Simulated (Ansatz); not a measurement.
Consider the substitution at a C–B bond: `BB(C)CC` + `[NH]=[W](=[NH])([OH])[Cl]` → `C[O][W](=[NH])(=[NH])[Cl]` + `BBCC`.

Gas-phase electronic energies from Ansatz, PBE0-D4/def2-TZVP geometries. CBS: MP2 limit from def2 TZ/QZ plus the TZ coupled-cluster correction, frozen cores. Functionals use def2-TZVPP. B3LYP here is the variant with VWN-RPA as its local correlation; programs differ in this. Elements past krypton have def2 core potentials. For W outer-core shells are correlated without core-valence functions, which leaves a few kJ/mol of doubt a bond. Each species was taken in one conformer, which may not be the lowest.

```json
{"level": "r2SCAN-D4", "ΔE (kJ/mol)": "90.4", "difference from CCSD(T)/CBS": "-1.3"}
{"level": "PBE0-D4", "ΔE (kJ/mol)": "90.6", "difference from CCSD(T)/CBS": "-1.1"}
{"level": "B3LYP-D4", "ΔE (kJ/mol)": "82.3", "difference from CCSD(T)/CBS": "-9.4"}
{"level": "ωB97X-V", "ΔE (kJ/mol)": "86.0", "difference from CCSD(T)/CBS": "-5.7"}
{"level": "ωB97M-V", "ΔE (kJ/mol)": "91.3", "difference from CCSD(T)/CBS": "-0.4"}
{"level": "B2PLYP", "ΔE (kJ/mol)": "84.5", "difference from CCSD(T)/CBS": "-7.2"}
{"level": "PBE", "ΔE (kJ/mol)": "87.7", "difference from CCSD(T)/CBS": "-4.0"}
{"level": "r2SCAN", "ΔE (kJ/mol)": "90.3", "difference from CCSD(T)/CBS": "-1.4"}
{"level": "PBE0", "ΔE (kJ/mol)": "90.3", "difference from CCSD(T)/CBS": "-1.4"}
{"level": "B3LYP", "ΔE (kJ/mol)": "81.5", "difference from CCSD(T)/CBS": "-10.2"}
{"level": "MP2/def2-TZVPP", "ΔE (kJ/mol)": "92.1", "difference from CCSD(T)/CBS": "0.4"}
{"level": "SCS-MP2/def2-TZVPP", "ΔE (kJ/mol)": "85.4", "difference from CCSD(T)/CBS": "-6.3"}
{"level": "SCS-MP2/def2-QZVPP", "ΔE (kJ/mol)": "87.7", "difference from CCSD(T)/CBS": "-4.0"}
{"level": "HF/CBS(def2)", "ΔE (kJ/mol)": "74.9", "difference from CCSD(T)/CBS": "-16.8"}
{"level": "MP2/CBS(def2)", "ΔE (kJ/mol)": "96.1", "difference from CCSD(T)/CBS": "4.4"}
{"level": "CCSD/CBS(def2)", "ΔE (kJ/mol)": "91.7", "difference from CCSD(T)/CBS": "0.0"}
{"level": "CCSD(T)/CBS", "ΔE (kJ/mol)": "91.7", "difference from CCSD(T)/CBS": "0"}
```

Largest T1 diagnostic among the species: 0.020.

In def2-TZVPP, CCSD(T) changes the Hartree–Fock value by +12.1 kJ/mol (the triples alone add −0.1 kJ/mol) and MP2 by +16.6 kJ/mol.
